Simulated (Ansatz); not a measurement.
Input file for Ansatz (an electronic-structure program): R-PBE/def2-TZVPP on CH5B (SMILES BC), atoms moved off the minimum.

Ansatz 0.2 input:
```yaml
crystal:
  periodic: [false, false, false]
  atoms:
    - {symbol: B, position_ang: [-0.44580990, -0.72078950, 0.08838080]}
    - {symbol: H, position_ang: [-0.07066865, -1.65046919, 0.76859698]}
    - {symbol: H, position_ang: [-1.55541714, -0.85270578, -0.37684826]}
    - {symbol: C, position_ang: [0.38013590, 0.57798326, -0.08889734]}
    - {symbol: H, position_ang: [0.11502219, 1.23187131, 0.70067365]}
    - {symbol: H, position_ang: [0.13948377, 1.12641734, -1.01212707]}
    - {symbol: H, position_ang: [1.45902500, 0.48250506, 0.02115376]}
basis:
  gaussian:
    orbitals: def2-TZVPP
hamiltonian:
  xc: {name: PBE}
scf: {lower_state_search: off}
output: {forces: true}
```

The head of its log:

```
WARN ansatz: RAYON_NUM_THREADS=1 ignored (pool sized by the plan → 1); use --threads N
Functional definition: PBE
these checks for a lower state are left out or cut short: stability, starts, cluster_reference, orbital_swaps, neighbouring_geometries, increment
integrals: 0.03 GiB planned
644 factors; their error is unknown
mean field: 0.32 GiB planned
mean field evaluation 1: about -1783.3717 eV, gradient 6.0e1 eV
mean field evaluation 2: about -1774.1608 eV, gradient 7.8e1 eV
```

Q: What total energy does the run end on?

A: -65.8455 hartree.
